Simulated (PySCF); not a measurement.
## How methods differ on the ionisation energy of Tc

Tc [Kr] 4d5 5s2 (6S) → Tc⁺ [Kr] 4d5 5s1 (7S), as a difference of total energies. All numbers are calculated (PySCF 2.14, the spin-free X2C one-electron Hamiltonian (Gaussian nucleus), in x2c-TZVPall (8s6p6d1f, 63 functions)). Correlated levels: valence: [Kr] frozen. The calculations carry no spin-orbit coupling.

```
           method  ionisation energy (eV)  error (eV)
              UHF                   5.539      -1.580
           M06-2X                   7.735      +0.616
              PBE                   6.884      -0.235
    MP2 (valence)                   6.476      -0.643
SCS-MP2 (valence)                   6.682      -0.437
```

Reference: 7.119 eV (measured; NIST Atomic Spectra Database, ionization energies).

Errors of the correlated levels include the incompleteness of this basis and the frozen core.

MP2 underrates the near-degeneracy of ns² with np² in the lower species.
